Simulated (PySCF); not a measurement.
Excitations are Tamm–Dancoff values on a coarser integration grid. The basis has no diffuse functions, so Rydberg states are missing or too high.

Cartesian coordinates (Å):
SMILES: [SiH2](Cl)[SiH2][SiH2]Cl
```xyz
11

Cl     2.0249     1.7568    -0.8487
Si     1.9059    -0.1570    -0.0433
Si    -0.1694    -0.3348     1.0351
Si    -1.8181     0.3307    -0.4946
Cl    -1.5167    -0.7549    -2.2428
H      3.0605    -0.3305     0.8896
H      2.0248    -1.1383    -1.1619
H     -0.4099    -1.7510     1.4623
H     -0.1969     0.5528     2.2423
H     -1.7012     1.7820    -0.8242
H     -3.2038     0.0442    -0.0139
```
Charge 0, spin multiplicity 1.

Question: What is the computed S1–T1 gap (TDA), T1 excitation (TDA) and dipole moment (PBE-D3(BJ)/def2-TZVP (PySCF))?

Answer: 
```json
{
  "S1–T1 gap (TDA)": "0.57 eV",
  "T1 excitation (TDA)": "4.89 eV",
  "dipole_moment": "0.348 e·Å"
}
```
